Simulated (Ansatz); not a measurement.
Isolated molecules relaxed with PBE0-D4/def2-TZVP in Ansatz; ΔE leaves out vibrations. CBS: MP2 limit from def2 TZ/QZ plus the TZ coupled-cluster correction, frozen cores. This one scheme is used for every species, atoms too. For atomizations the MP2-based limit and the directly extrapolated one differ by several kJ/mol either way, and by 10 to 25 for some Ge, Se and Sn compounds, so smaller differences from it don't rank the levels. DFT in def2-TZVPP. HSE06 is defined as in plane-wave codes. Open shells (•) are unrestricted, without spin–orbit coupling. Spin–orbit coupling would lower the free atoms: a little for C. One conformer a species, not always the lowest.

Reaction (atomization): `CCP(CC)C(C)C` → 7 C• + 17 H• + P•

`CCP(CC)C(C)C`:

Cartesian coordinates in Å:
```
C -1.652 -0.484 -2.373
C -1.581 -0.018 -0.927
P -0.205 -0.805 0.024
C 1.274 0.095 -0.639
C 1.995 -0.672 -1.738
C -0.430 0.011 1.685
C -0.369 1.531 1.708
C 0.553 -0.593 2.680
H -0.789 -0.141 -2.947
H -1.680 -1.574 -2.438
H -2.546 -0.094 -2.867
H -2.503 -0.293 -0.403
H -1.504 1.073 -0.886
H 1.956 0.241 0.205
H 0.986 1.094 -0.983
H 2.882 -0.132 -2.079
H 1.354 -0.837 -2.607
H 2.312 -1.654 -1.382
H -1.441 -0.302 1.980
H -0.571 1.905 2.716
H 0.623 1.891 1.422
H -1.098 1.988 1.037
H 0.480 -1.683 2.705
H 0.367 -0.212 3.688
H 1.585 -0.336 2.423
```

```csv
level,ΔE (kcal/mol)
LDA (SPW92),2615.4
BHLYP-D4,2269.2
B2PLYP,2287.1
PBE-QIDH,2308.0
r2SCAN,2311.1
HSE06,2316.3
MP2/def2-QZVPP,2305.7
HF/CBS(def2),1741.0
```

What does CCSD(T)/CBS give? (An estimate is asked.)

The calculation gave: +2310.9 kcal/mol. The listed levels differ from it by 304.5, -41.7, -23.8, -2.9, 0.2, 5.4, -5.2, -569.9 kcal/mol.

Largest T1 diagnostic among the species: 0.010.

The D4 term adds +23.9 kcal/mol with B3LYP and +13.0 kcal/mol with PBE0; it sums over pairs of atoms, weighted by their polarisabilities, and B3LYP, whose exchange is more repulsive, gets the larger term. At CCSD(T), def2-SVP lies −97.0 kcal/mol from the extrapolated value and def2-TZVPP −49.9 kcal/mol: correlation converges slowly with the basis, and small sets miss more of it in the bonded molecule than in its fragments. From PBE to PBE0 (25 % exact exchange), in def2-TZVPP and without D4, ΔE moves by −20.5 kcal/mol: exact exchange takes away binding that semilocal exchange gives to molecules.

B3LYP here is the variant with VWN-RPA as its local correlation; programs differ in this.
